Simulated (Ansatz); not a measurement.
Reaction (formal exchange of groups at the Si–N bond): `BN([SiH3])[SiH2]Cl` + `COC=O` → `O=COC[SiH2]Cl` + `BN[SiH3]`

Isolated molecules relaxed with PBE0-D4/def2-TZVP in Ansatz; ΔE leaves out vibrations. CCSD(T)/CBS adds triple-zeta CCSD(T) − MP2 to the extrapolated MP2 energy (def2 sets, frozen cores). DFT in def2-TZVPP. HSE06 is defined as in plane-wave codes. One conformer a species, not always the lowest.

```json
{"level": "BLYP-D4", "ΔE (kcal/mol)": "15.1"}
{"level": "r2SCAN0-D4", "ΔE (kcal/mol)": "16.4"}
{"level": "BHLYP-D4", "ΔE (kcal/mol)": "17.8"}
{"level": "ωB97X-V", "ΔE (kcal/mol)": "15.9"}
{"level": "B2PLYP", "ΔE (kcal/mol)": "16.0"}
{"level": "HSE06", "ΔE (kcal/mol)": "14.5"}
{"level": "HF/def2-TZVPP", "ΔE (kcal/mol)": "18.1"}
{"level": "MP2/def2-TZVPP", "ΔE (kcal/mol)": "17.9"}
```

Task: What does CCSD(T)/CBS give? (An estimate is asked.)

Result: Computed: +16.8 kcal/mol. The listed levels differ from it by -1.7, -0.4, 1.0, -0.9, -0.8, -2.3, 1.3, 1.1 kcal/mol.

Largest T1 diagnostic among the species: 0.015.

Leaving LDA and LC-ωPBE aside and taking each functional with its dispersion term where it has one, the values, not all of them listed here, spread over 3.8 kcal/mol, from PBE-D4 to BHLYP-D4. The D4 term adds +1.4 kcal/mol with B3LYP and +0.7 kcal/mol with PBE0; it sums over pairs of atoms, weighted by their polarisabilities, and B3LYP, whose exchange is more repulsive, gets the larger term. From BLYP to BHLYP (50 % exact exchange), in def2-TZVPP and without D4, ΔE moves by +2.9 kcal/mol.

B3LYP here is the variant with VWN-RPA as its local correlation; programs differ in this.
